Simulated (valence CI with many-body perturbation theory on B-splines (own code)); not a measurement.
# Xe²²⁺: electric-dipole lines

Method: configuration interaction combined with many-body perturbation theory (CI+MBPT): four valence electrons over a frozen Dirac-Fock core [Ar] 3d10, radial functions for each j: 11 s, 11 p, 10 d, 8 f, 5 g, 2 h, with the one-electron correlation potential Σ1, the two-electron term Σ2, the three-electron term Σ3, Breit, model QED; selected CI, second order for the rest, scaled by the run's own slope (own B-spline code, finite nucleus).

No measured spectrum was set against this ion. As an estimate, levels hold to about 250 cm⁻¹ or 0.2 % of their energy and the worst to 1 %, as in measured heavy ions of charge 2 to 7; those with d or f electrons hold less well. Among the levels kept, up to 470 cm⁻¹ of a level comes from second order outside the variational space, and about a tenth of that is noise between levels of different J, which matters for small intervals.

Lines 101 to 150 of 568 in falling wavelength, among levels below 2159700 cm⁻¹, chosen from the strongest by gf and those to the six lowest levels. Wavelengths and rates use the calculated energies, so an error of 2000 cm⁻¹ moves a line at 170.2 Å by 0.34 % and its rate by three times that or more. Electric multipoles are in the length gauge, E1 and E2 with the static RPA response of the core. Weak lines are less certain than strong ones. Lines between different terms over intervals too small for the method are left out, as are lines whose strength nearly cancels. Where a level lies close to another of its J and parity, the split of strength between their lines is uncertain. The highest levels of a list are the least certain.

Levels are named by their leading jj configuration (3d3/2^4 stands for four electrons in 3d with j = 3/2), which in mixed levels can hold well under half, so a name can repeat and another be missing. Letters in brackets count levels of one name in rising energy.

```csv
λ vac (Å),Upper,Lower,A (s⁻¹),log gf,Branch %
170.2,(4p1/2 4p3/2^2 4d3/2) J=3 [b],(4s 4p1/2 4p3/2 4d5/2) J=4 [b],6.46e+09,-0.71,2.2
169.8,(4s 4p1/2 4p3/2 4d5/2) J=3 [e],(4s^2 4p1/2 4d5/2) J=2,7.45e+09,-0.65,4.6
168.6,(4s 4p3/2^3) J=1,(4s^2 4p3/2^2) J=0,1.23e+10,-0.80,5.2
168.4,(4s 4p3/2^2 4d3/2) J=2 [c],(4s^2 4p3/2 4d3/2) J=1,1.63e+10,-0.46,5.3
168.1,(4s 4p1/2 4p3/2 4d5/2) J=1 [c],(4s^2 4p1/2 4d5/2) J=2,2.70e+10,-0.47,12.8
167.5,(4p1/2 4p3/2^2 4d5/2) J=3 [b],(4s 4p1/2 4p3/2 4d5/2) J=4 [c],2.31e+10,-0.17,16.1
167.3,(4s 4p1/2 4p3/2^2) J=1 [a],(4s^2 4p1/2 4p3/2) J=1,3.79e+10,-0.32,80.9
167.3,(4s 4p3/2^2 4d5/2) J=3 [c],(4s^2 4p3/2 4d3/2) J=3,2.65e+10,-0.11,14.1
167.3,(4s 4p3/2^2 4d3/2) J=1 [d],(4s^2 4p3/2 4d3/2) J=1,2.22e+10,-0.55,7.3
166.9,(4p1/2^2 4p3/2 4d5/2) J=4,(4s 4p1/2^2 4d5/2) J=3,1.32e+10,-0.31,20.6
166.8,(4p1/2 4p3/2^2 4d5/2) J=3 [c],(4s 4p1/2 4p3/2 4d5/2) J=4 [c],1.21e+10,-0.45,11.2
166.4,(4p1/2 4p3/2^2 4d3/2) J=4,(4s 4p1/2 4p3/2 4d3/2) J=4,5.44e+09,-0.69,12.7
166.4,(4s 4p3/2^2 4d3/2) J=2 [a],(4s^2 4p1/2 4d5/2) J=2,1.30e+10,-0.57,5.3
166.3,(4p1/2 4p3/2^2 4d3/2) J=2 [a],(4s 4p1/2 4p3/2 4d3/2) J=3 [a],1.63e+10,-0.47,27.4
166.0,(4s 4p1/2 4p3/2^2) J=2 [b],(4s^2 4p1/2 4p3/2) J=1,6.39e+08,-1.88,1.6
165.6,(4s 4p3/2^2 4d5/2) J=2 [b],(4s^2 4p3/2 4d5/2) J=2,1.27e+10,-0.58,13.1
165.4,(4s^2 4p1/2 4d5/2) J=3,(4s^2 4p3/2^2) J=2,4.55e+08,-1.88,1.1
165.4,(4p1/2 4p3/2^2 4d5/2) J=4 [b],(4s 4p1/2 4p3/2 4d5/2) J=5,8.54e+09,-0.50,18.5
165.3,(4p1/2^2 4p3/2 4d3/2) J=3,(4s 4p1/2^2 4d3/2) J=2,1.16e+10,-0.48,18.9
165.2,(4p1/2 4p3/2^3) J=2,(4s 4p1/2 4p3/2^2) J=3,1.13e+10,-0.64,25.5
165.0,(4s^2 4p1/2 4f7/2) J=3 [b],(4s^2 4p3/2 4d5/2) J=3,2.14e+10,-0.21,6.4
164.5,(4s 4p1/2 4p3/2 4d3/2) J=1 [c],(4s 4p3/2^3) J=2,1.67e+10,-0.69,9.5
164.4,(4s 4p3/2^2 4d3/2) J=1 [d],(4s^2 4p3/2 4d3/2) J=0,3.14e+10,-0.42,10.2
164.4,(4p1/2 4p3/2^2 4d3/2) J=3 [a],(4s 4p1/2 4p3/2 4d3/2) J=3 [a],8.27e+09,-0.63,18.2
164.3,(4p1/2 4p3/2^2 4d5/2) J=5,(4s 4p1/2 4p3/2 4d5/2) J=5,7.32e+09,-0.49,20.7
164.1,(4p1/2^2 4p3/2 4d5/2) J=1,(4s 4p1/2^2 4d5/2) J=2,2.14e+10,-0.59,19.9
164.0,(4s 4p3/2^2 4d3/2) J=1 [c],(4s^2 4p3/2 4d3/2) J=2,4.85e+10,-0.23,13.6
163.6,(4p1/2 4p3/2^2 4d3/2) J=1 [a],(4s 4p1/2 4p3/2 4d3/2) J=2 [a],3.11e+10,-0.43,42.0
163.6,(4s 4p1/2 4p3/2 4d5/2) J=3 [e],(4s^2 4p1/2 4d5/2) J=3,4.10e+10,0.06,25.5
163.3,(4p1/2 4p3/2^2 4d5/2) J=4 [a],(4s 4p1/2 4p3/2 4d3/2) J=4,9.58e+09,-0.46,18.9
163.1,(4p3/2^3 4d5/2) J=4,(4s 4p3/2^2 4d5/2) J=5,1.32e+10,-0.32,17.3
163.0,(4s 4p1/2 4d5/2^2) J=3,(4s 4p3/2^2 4d3/2) J=4,1.28e+10,-0.45,4.5
162.8,(4s 4p3/2^2 4d5/2) J=4 [b],(4s^2 4p3/2 4d5/2) J=4,5.18e+10,0.27,76.0
162.5,(4s 4p3/2^2 4d3/2) J=2 [c],(4s^2 4p3/2 4d3/2) J=2,1.62e+10,-0.49,5.2
162.4,(4p1/2 4p3/2^2 4d5/2) J=3 [c],(4s 4p1/2 4p3/2 4d5/2) J=4 [b],8.50e+09,-0.63,7.9
162.3,(4s 4p3/2^2 4d5/2) J=2 [c],(4s^2 4p3/2 4d5/2) J=1,2.31e+10,-0.34,5.4
162.0,(4s 4p1/2 4d5/2^2) J=4,(4s 4p3/2^2 4d5/2) J=4 [a],5.52e+09,-0.71,4.9
161.7,(4s 4p3/2^2 4d3/2) J=2 [d],(4s^2 4p3/2 4d3/2) J=3,4.78e+10,-0.03,14.1
161.5,(4s 4p3/2^2 4d3/2) J=1 [d],(4s^2 4p3/2 4d3/2) J=2,2.19e+10,-0.59,7.2
161.4,(4p1/2 4p3/2^2 4d3/2) J=4,(4s 4p1/2 4p3/2 4d5/2) J=4 [a],5.61e+09,-0.71,13.1
161.2,(4s 4p1/2 4p3/2 4d5/2) J=2 [c],(4s^2 4p1/2 4d5/2) J=3,5.18e+10,0.00,23.4
161.0,(4p1/2^2 4p3/2^2) J=2,(4s 4p1/2^2 4p3/2) J=2,9.34e+09,-0.74,17.9
160.6,(4s 4p3/2^2 4d5/2) J=3 [b],(4s^2 4p3/2 4d5/2) J=4,4.10e+10,0.05,21.7
160.4,(4s 4p3/2^2 4d3/2) J=2 [a],(4s^2 4p1/2 4d5/2) J=3,2.66e+10,-0.29,10.8
160.4,(4p1/2 4p3/2^2 4d5/2) J=3 [a],(4s 4p1/2 4p3/2 4d5/2) J=4 [a],1.16e+10,-0.50,17.0
159.8,(4s 4p1/2 4p3/2^2) J=1 [b],(4s^2 4p1/2 4p3/2) J=2,1.02e+11,0.07,62.9
159.5,(4s^2 4p1/2 4d5/2) J=2,(4s^2 4p3/2^2) J=2,4.64e+09,-1.05,2.4
159.4,(4s^2 4p1/2 4d3/2) J=1,(4s^2 4p3/2^2) J=2,1.76e+10,-0.70,6.8
158.8,(4s 4p3/2^2 4d3/2) J=2 [b],(4s^2 4p1/2 4d5/2) J=2,2.37e+10,-0.35,7.9
158.5,(4p1/2 4p3/2^2 4d5/2) J=4 [a],(4s 4p1/2 4p3/2 4d5/2) J=4 [a],9.09e+09,-0.51,17.9
```

**Question.** How does gf follow from A for the line at 165.0 Å?

**Answer.** gf = 1.4992 × (2J+1)_upper × A / σ², with σ = 605941 cm⁻¹ and 2J+1 = 7: gf = 0.613.
